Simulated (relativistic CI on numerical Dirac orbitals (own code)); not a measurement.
Electric-dipole lines of Cs14+

These numbers are calculated, not measured: Dirac-Coulomb-Breit CI, KLI orbitals optimised for each configuration, model QED, unscaled Slater integrals (own radial code, finite nucleus).

CI space (outside the closed core [Ar] 3d10): 4s2.4p6.4d5, 4s2.4p5.4d6, 4s2.4p6.4d4.4f, 4s2.4p6.4d4.5p, 4s2.4p6.4d3.4f.5s, 4s2.4p6.4d3.5s.5p, 4p6.4d7, 4p5.4d8, 4s2.4p6.4d3.5s2, 4s2.4p6.4d2.4f.5s2, 4s2.4p6.4d2.5s2.5p. Double excitations out of closed p, d and f shells are left out; levels of such configurations are missing from the list, as are those of other unlisted configurations, and high levels can miss mixing partners.

```
λ vac (Å)                     Lower                          Upper   A (s⁻¹)  E lower (cm⁻¹)  E upper (cm⁻¹)
   117.84    4s2.4p6.4d5 6S_5/2 [1]   4s2.4p6.4d4.4f 6F°_7/2 [169]  1.74e+09               0          848590
   119.82    4s2.4p6.4d5 6S_5/2 [1]      4s2.4p5.4d6 2F°_7/2 [143]  1.43e+09               0          834606
   124.79   4s2.4p6.4d5 4G_11/2 [4]   4s2.4p6.4d4.4f 4F°_9/2 [184]  1.15e+09           54004          855380
   126.64    4s2.4p6.4d5 4G_7/2 [3]      4s2.4p5.4d6 2D°_5/2 [156]  1.81e+09           52312          841951
   127.67  4s2.4p6.4d5 2I_11/2 [12]  4s2.4p6.4d4.4f 4I°_11/2 [194]  1.41e+09           77056          860352
   129.22  4s2.4p6.4d5 2I_13/2 [14]  4s2.4p6.4d4.4f 4I°_11/2 [189]  1.70e+09           83658          857559
   130.86  4s2.4p6.4d5 2I_11/2 [12]      4s2.4p5.4d6 4G°_9/2 [155]  2.50e+09           77056          841248
   131.30   4s2.4p6.4d5 2G_9/2 [17]      4s2.4p5.4d6 2F°_7/2 [165]  3.14e+09           86058          847656
   132.59  4s2.4p6.4d5 2I_13/2 [14]  4s2.4p6.4d4.4f 2H°_11/2 [150]  5.51e+09           83658          837854
   133.82  4s2.4p6.4d5 2I_13/2 [14]  4s2.4p6.4d4.4f 4K°_11/2 [139]  5.80e+09           83658          830947
   134.04  4s2.4p6.4d5 2I_11/2 [12]      4s2.4p5.4d6 4F°_9/2 [130]  4.59e+09           77056          823084
   134.49  4s2.4p6.4d5 2I_13/2 [14]     4s2.4p5.4d6 4G°_11/2 [134]  1.98e+09           83658          827198
   137.21    4s2.4p6.4d5 4G_9/2 [7]       4s2.4p5.4d6 2F°_7/2 [83]  1.42e+09           56001          784825
   137.83    4s2.4p6.4d5 4D_7/2 [9]       4s2.4p5.4d6 4P°_5/2 [91]  4.68e+09           67910          793468
   139.28    4s2.4p6.4d5 4D_7/2 [9]       4s2.4p5.4d6 4F°_5/2 [84]  3.44e+09           67910          785894
   140.49   4s2.4p6.4d5 4G_11/2 [4]       4s2.4p5.4d6 2G°_9/2 [66]  1.91e+09           54004          765805
   143.29    4s2.4p6.4d5 4D_7/2 [9]       4s2.4p5.4d6 2G°_9/2 [66]  1.37e+09           67910          765805
   145.39   4s2.4p6.4d5 2G_7/2 [21]       4s2.4p5.4d6 2H°_9/2 [89]  2.26e+09          102876          790693
   145.76   4s2.4p6.4d5 2G_9/2 [17]      4s2.4p5.4d6 2H°_11/2 [71]  2.06e+09           86058          772097
   146.16   4s2.4p6.4d5 4G_11/2 [4]      4s2.4p5.4d6 4H°_13/2 [49]  1.27e+09           54004          738164
```

Terms are leading LS components. Brackets give the number of a level in order of energy, since labels repeat. The list gives strong lines, with weight on those to low levels, without lines whose two gauges differ by over a factor of 2.5, among the lowest 200 of 1569 levels, so that lines to higher ones, which can be the strongest, are missing. Levels whose partners in the same complex of configurations lie outside the list can be far off, and so can their lines. Rates are taken at the computed energies, electric ones in the length gauge.

At this charge energies of transitions that change n are usually good to better than 1 %, and those within a shell (Δn = 0) to a few per cent. Terms inside the open d or f shell come out 10 to 20 % too wide with unscaled integrals. Levels and lines within the n = 5 or 6 shells can be off by up to 10 % or somewhat more, and those that change n by about 2 %, since core polarisation is missing.

LS names give the leading component of a level, which can be under half, so a name can repeat, a term be missing and a line seem to break the LS rules.
